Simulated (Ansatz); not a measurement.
`BNC=C=C` and `C=C=CC` differ in one atom or group.

Ansatz, PBE0-D4/def2-TZVP geometries, multiplicity 1. Each molecule was computed in one conformer, which needn't be the lowest.

```csv
property,`BNC=C=C`
HOMO energy (B3LYP/def2-TZVPP) / eV,-6.52
LUMO energy (PBE0/def2-TZVPP) / eV,-0.41
zero-point energy (PBE0-D4/def2-TZVP) / kJ/mol,226.2
size of the dipole moment (PBE/def2-TZVPP) / D,1.68
HOMO energy (PBE0/def2-TZVPP) / eV,-6.73
HOMO–LUMO gap (PBE0/def2-TZVPP) / eV,6.31
```

Problem. What does the change do to each property? (Best estimate.)

Solution. Ansatz gave: 
```csv
property,`C=C=CC`,shift
HOMO energy (B3LYP/def2-TZVPP) / eV,-7.00,-0.48
LUMO energy (PBE0/def2-TZVPP) / eV,0.37,0.78
zero-point energy (PBE0-D4/def2-TZVP) / kJ/mol,220.7,-5.5
size of the dipole moment (PBE/def2-TZVPP) / D,0.46,-1.22
HOMO energy (PBE0/def2-TZVPP) / eV,-7.21,-0.48
HOMO–LUMO gap (PBE0/def2-TZVPP) / eV,7.58,1.27
```

With PBE0 the HOMO falls by 0.48 eV and the LUMO rises by 0.78 eV, so the gap widens by about 1.26 eV. PBE moves the HOMO by -0.36 eV and ωB97M-V by -0.56 eV. The zero-point energy changes by -5.5 kJ/mol with -3 modes. Dipoles are sizes alone; their direction can turn.

B3LYP here is the variant with VWN-RPA as its local correlation; programs differ in this.
